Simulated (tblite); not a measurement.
Compound: C6H14OSSi.
Numbering: `[CH3:1][CH2:2][O:3][C@@H:4]1[C@@H:5]([CH3:6])[Si@@H:7]1[S:8][CH3:9]` (hydrogens: H10, H11, H12 on C1; H13, H14 on C2; H15 on C4; H16 on C5; H17, H18, H19 on C6; H20 on Si7; H21, H22, H23 on C9)

Computed with GFN2-xTB (tblite), gas phase: L-BFGS steps from a force-field or distance-geometry start until the largest atomic force falls under 0.01 eV/Å.

Step 53: E = -788.7262 eV
```
atom  x, y, z in Å  |  force x, y, z in eV/Å
C1      1.8905    2.3816    0.1650   -0.009  -0.031   0.010
C2      1.5867    0.9361    0.5296   -0.002  -0.004  -0.020
O3      0.1831    0.7591    0.5922    0.017   0.022   0.008
C4     -0.1970   -0.5524    0.8900    0.022   0.005  -0.003
C5     -0.1644   -1.5971   -0.2586   -0.020  -0.007  -0.014
C6      0.5265   -2.9107    0.0219   -0.017   0.024   0.001
Si7    -1.9005   -1.1785    0.3643    0.012   0.061  -0.035
S8     -3.2483    0.0337   -0.7648   -0.009  -0.030   0.009
C9     -2.2474    1.5101   -1.1407    0.000  -0.015  -0.001
H10     1.4310    3.0492    0.8894    0.011  -0.011  -0.005
H11     1.4927    2.6151   -0.8200   -0.005  -0.020   0.028
H12     2.9661    2.5414    0.1612   -0.030  -0.001   0.002
H13     2.0121    0.2555   -0.2232    0.029   0.004   0.018
H14     2.0302    0.6836    1.5076   -0.015   0.009  -0.047
H15     0.2429   -0.9116    1.8236   -0.003   0.004   0.000
H16     0.1354   -1.1674   -1.2130    0.007   0.001   0.035
H17     0.2560   -3.6592   -0.7211    0.006   0.019   0.013
H18     1.6107   -2.7894    0.0059   -0.022  -0.001   0.012
H19     0.2353   -3.2803    1.0028    0.025  -0.023  -0.012
H20    -2.6473   -2.0696    1.2206   -0.005  -0.017   0.004
H21    -1.3168    1.2120   -1.6068    0.019  -0.011  -0.027
H22    -2.8359    2.1118   -1.8246   -0.013   0.017  -0.001
H23    -2.0463    2.0539   -0.2256    0.001   0.005   0.024
```

Step 54: E = -788.7267 eV
```
atom  x, y, z in Å  |  force x, y, z in eV/Å
C1      1.8923    2.3808    0.1646   -0.012  -0.030   0.006
C2      1.5849    0.9355    0.5259    0.004  -0.014  -0.013
O3      0.1813    0.7610    0.5938    0.020   0.005   0.009
C4     -0.1982   -0.5511    0.8912   -0.010   0.009   0.006
C5     -0.1648   -1.5958   -0.2570   -0.017   0.000  -0.009
C6      0.5282   -2.9079    0.0241   -0.018   0.017   0.002
Si7    -1.9017   -1.1776    0.3628    0.001   0.060  -0.023
S8     -3.2510    0.0332   -0.7679    0.005  -0.038   0.022
C9     -2.2474    1.5088   -1.1403   -0.004  -0.019  -0.002
H10     1.4334    3.0484    0.8893    0.014  -0.012   0.000
H11     1.4961    2.6172   -0.8201   -0.009  -0.018   0.018
H12     2.9683    2.5373    0.1617   -0.028   0.003   0.004
H13     2.0064    0.2552   -0.2292    0.027   0.005   0.006
H14     2.0315    0.6782    1.5008   -0.012   0.013  -0.031
H15     0.2381   -0.9109    1.8268    0.000   0.015  -0.017
H16     0.1333   -1.1643   -1.2107    0.020  -0.004   0.027
H17     0.2677   -3.6537   -0.7248    0.011   0.016  -0.001
H18     1.6119   -2.7816    0.0205   -0.022  -0.005   0.007
H19     0.2285   -3.2858    0.9992    0.024  -0.010  -0.002
H20    -2.6454   -2.0712    1.2197   -0.006  -0.011  -0.001
H21    -1.3212    1.2083   -1.6139    0.018   0.001  -0.022
H22    -2.8374    2.1167   -1.8176   -0.010   0.015   0.002
H23    -2.0395    2.0462   -0.2227    0.004   0.002   0.013
```

Q: Estimate the geometry and energy of step 55. (The exact step hangs on the optimiser's Hessian estimate; all steps are aligned on step 54, rigid shifts and turns removed.)

A: E = -788.7271 eV, largest force 0.040 eV/Å
```
atom  x, y, z in Å  |  force x, y, z in eV/Å
C1      1.8934    2.3796    0.1645   -0.011  -0.018   0.000
C2      1.5836    0.9348    0.5228    0.009  -0.018  -0.005
O3      0.1803    0.7625    0.5949    0.015  -0.009   0.004
C4     -0.1993   -0.5498    0.8920   -0.032   0.011   0.010
C5     -0.1660   -1.5949   -0.2557   -0.012   0.008   0.000
C6      0.5290   -2.9054    0.0258   -0.015   0.006   0.002
Si7    -1.9027   -1.1761    0.3619   -0.010   0.039   0.002
S8     -3.2525    0.0322   -0.7699    0.009  -0.027   0.019
C9     -2.2472    1.5077   -1.1402   -0.004  -0.016  -0.003
H10     1.4354    3.0475    0.8892    0.011  -0.012   0.008
H11     1.4986    2.6184   -0.8198   -0.015  -0.015   0.005
H12     2.9693    2.5343    0.1622   -0.017   0.004   0.005
H13     2.0028    0.2550   -0.2337    0.023   0.002  -0.008
H14     2.0321    0.6743    1.4951   -0.003   0.011  -0.006
H15     0.2347   -0.9099    1.8287    0.003   0.020  -0.024
H16     0.1313   -1.1624   -1.2087    0.031  -0.003   0.013
H17     0.2770   -3.6491   -0.7277    0.010   0.012  -0.011
H18     1.6122   -2.7755    0.0318   -0.018  -0.004   0.002
H19     0.2239   -3.2898    0.9965    0.018  -0.003   0.006
H20    -2.6437   -2.0736    1.2186   -0.001   0.002  -0.010
H21    -1.3238    1.2063   -1.6197    0.006   0.010  -0.014
H22    -2.8389    2.1203   -1.8123   -0.003   0.007   0.009
H23    -2.0342    2.0408   -0.2206    0.004  -0.007  -0.003
```

The energy changes by -0.0004 eV. The first-order estimate −F·Δx gives -0.0006 eV and the mean of the old and new forces, exact on a quadratic surface, -0.0004 eV. The step makes an angle of 81° with the force vector and moves no atom by more than 0.013 Å.

What follows is the cost of the whole relaxation. Time: 1.2 s wall. Hardware: an AMD EPYC 9R45 with one thread, shared host.
